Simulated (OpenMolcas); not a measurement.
**Computed levels of V II**

```yaml
Program: OpenMolcas
Method: "SS-CASPT2, IPEA 0.25 Eh, imaginary shift 0.1 Eh (closed shells correlated: 3s 3p)"
Basis: ANO-RCC-VTZP [6s5p3d2f1g]
Scalar_Hamiltonian: DKH2, point nucleus
Active_space: 4 electrons in 6 orbitals (3d 4s)
State_averaging: 2S+1 = 5 even, 15 roots; 2S+1 = 3 even, 80 roots; 2S+1 = 1 even, 70 roots
Spin-orbit_coupling: state interaction with AMFI integrals over the reference wave functions, term energies averaged over their components
```

With spin-orbit coupling, above the lowest level:

```tsv
Configuration	Term	J	E (eV)	Measured (eV)	g	Term weight %	Second
3d⁴	⁵D	0	0.0000	0.0000		100	
3d⁴	⁵D	1	0.0053	0.0045	1.501	100	
3d⁴	⁵D	2	0.0157	0.0132	1.501	100	
3d⁴	⁵D	3	0.0310	0.0259	1.501	100	
3d⁴	⁵D	4	0.0508	0.0421	1.501	100	
3d³ 4s	⁵F	1	0.1256	0.3230	-0.002	100	
3d³ 4s	⁵F	2	0.1358	0.3332	1.000	100	
3d³ 4s	⁵F	3	0.1510	0.3482	1.250	100	
3d³ 4s	⁵F	4	0.1712	0.3680	1.351	100	
3d³ 4s	⁵F	5	0.1962	0.3921	1.401	100	
3d³ 4s	³F(1)	2	0.648		0.666	100	
3d³ 4s	³F(1)	3	0.673		1.084	100	
3d³ 4s	³F(1)	4	0.704		1.250	100	
3d⁴	³P	0	1.426			100	
3d⁴	³P	1	1.450		1.514	99	
3d⁴	³P	2	1.494		1.518	94	5 3d³ 4s ⁵P
3d³ 4s	⁵P	1	1.565		2.487	98	
3d³ 4s	⁵P	2	1.577		1.816	94	5 3d⁴ ³P
3d³ 4s	⁵P	3	1.590		1.668	100	
3d³ 4s	³G	3	1.597		0.750	100	
3d³ 4s	³G	4	1.607		1.048	99	
3d³ 4s	³G	5	1.622		1.198	98	
3d⁴	³H	4	1.650		0.804	98	
3d⁴	³H	5	1.662		1.037	98	
3d⁴	³H	6	1.674		1.167	100	
3d⁴	³F	2	1.736		0.666	100	
3d⁴	³F	3	1.742		1.081	99	
3d⁴	³F	4	1.749		1.246	98	
3d³ 4s	¹G	4	1.852		1.000	98	
3d³ 4s	³P(2)	0	1.903			98	
3d³ 4s	³P(2)	1	1.925		1.498	99	
3d³ 4s	³P(2)	2	1.965		1.500	98	
3d⁴	³G	3	2.006		0.752	99	
3d⁴	³G	4	2.020		1.051	99	
3d⁴	³G	5	2.032		1.200	100	
3d³ 4s	³P(1)	2	2.034		1.487	94	3 ³D
3d³ 4s	³P(1)	1	2.037		1.488	97	
3d³ 4s	³P(1)	0	2.042			98	2 ³P(2)
3d³ 4s	³D	1	2.135		0.520	97	
3d³ 4s	³D	2	2.151		1.179	96	3 ³P(1)
```

Against the 9 measured excited levels shown (NIST Handbook of Basic Atomic Spectroscopic Data) the mean absolute deviation is 900 cm-1; the largest miss in energy is 3d³ 4s ⁵F₂: computed 0.1358, measured 0.3332 eV (-59.2 %).

Spin-orbit coupling puts the lowest level 0.0315 eV below the lowest spin-free term.

For ⁵D the intervals divided by the larger J are 42.8, 42.1, 41.0, 39.8 cm-1. Landé's interval rule makes them equal in pure LS coupling; they differ by 7 % of their mean. The multiplet is regular.

CASPT2 does not keep the components of a term degenerate, so their means are used; among the terms shown or strongly mixed into the levels shown the widest spread is 1700 cm-1 (3d³ 4s ³F(1)). Configurations are named by rounded mean occupations; where the s occupation lies near a half they are strongly mixed, a name can repeat and a true partner stay unpaired. A single d shell beside an s shell can misplace configurations of different d count against each other. The CASPT2 spread within a term exceeds the gap to the next term for 3d⁴ ⁵D and 3d³ 4s ⁵F, 3d⁴ ³G and 3d³ 4s ³P(1), so the order of their levels is uncertain, and so are names and mixing where such terms share a J. Measured partners are found by configuration, term and J. A level has none where our copy of the source lacks it or the pairing is in doubt (some pairs that miss far off the trend of their configuration count as doubtful), and it then counts in no deviation. Levels of configurations outside the active space are missing. The first state left out of the spin-orbit step lies near 51000 cm-1 above the lowest spin-free state of the reference (among the parities and spins computed), and the list stops at four fifths of that energy or lower. The table shows the lowest 40 of 59 levels.

The term weight is that of the spin-free term in the level, not the purity of its configuration. A number in round brackets counts repeated terms of one configuration in the order of the reference energies.
